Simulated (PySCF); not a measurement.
Species: C6H7F3OSi2.
Structure used (PBE0-D3(BJ)/def2-SVP), in Å, numbered top down from 1:
```xyz
19
C6H7F3OSi2 angstrom
O     -2.0779    2.0539    0.0605
C     -1.8774    0.8681   -0.0424
C     -0.5083    0.3050    0.0033
C     -0.2479   -1.0204   -0.0674
Si     1.4648   -1.7938   -0.0185
C      2.7686   -0.4670    0.1303
C      2.5076    0.8515    0.2077
Si     0.8128    1.6540    0.1823
C     -3.0986   -0.0665   -0.2278
F     -4.2168    0.6293   -0.2886
F     -2.9819   -0.7772   -1.3528
F     -3.1873   -0.9245    0.7932
H     -1.0890   -1.7203   -0.1642
H      1.6501   -2.6006   -1.2648
H      1.5217   -2.7447    1.1353
H      3.8186   -0.7934    0.1591
H      3.3639    1.5375    0.2957
H      0.7319    2.6040   -0.9657
H      0.6038    2.4110    1.4512
```

Computed with PySCF at PBE0/pcSseg-1, non-relativistic, on one gas-phase PBE0-D3(BJ)/def2-SVP geometry that isn't relaxed in the solvent. The solvent is an IEF-PCM continuum (Bondi radii, 1.10 Å for H, scaled by 1.2). The model holds no explicit solvent molecules, cavitation or dispersion.

```csv
run,E − E(gas) (kcal/mol),HOMO (eV),HOMO–LUMO gap (eV),dipole (D)
gas,0.00,-8.23,5.44,3.38
P,-3.88,-7.98,5.31,4.36
Q,-2.86,-8.02,5.33,4.10
```

**Question.** The runs were made in acetone and chloroform. Which run belongs to which solvent?

**Answer.** P = acetone, Q = chloroform. The dielectric constants are 4.711 (chloroform), 20.49 (acetone), and the energy falls further as ε rises. In this model the ground state sees the solvent through ε alone.

**Question.** How constant is the ratio of the lowering to (ε − 1)/(2ε + 1)?

**Answer.** 
| solvent | (ε − 1)/(2ε + 1) | E − E(gas) (kcal/mol) | ratio (kcal/mol) | polarisation term (kcal/mol) |
| --- | --- | --- | --- | --- |
| chloroform | 0.356 | -2.86 | -8.0 | -3.17 |
| acetone | 0.464 | -3.88 | -8.4 | -4.47 |

The ratio changes by +4.1 % in size from chloroform to acetone. The polarisation term is half the interaction of the solute with the induced surface charges.

The run took 63 s of wall time on one thread of an Arm Neoverse V1, on a shared host, and the process peaked at 1.4 GiB of memory. This is the whole shielding run at PBE0/pcSseg-1 in acetone, SCF included.
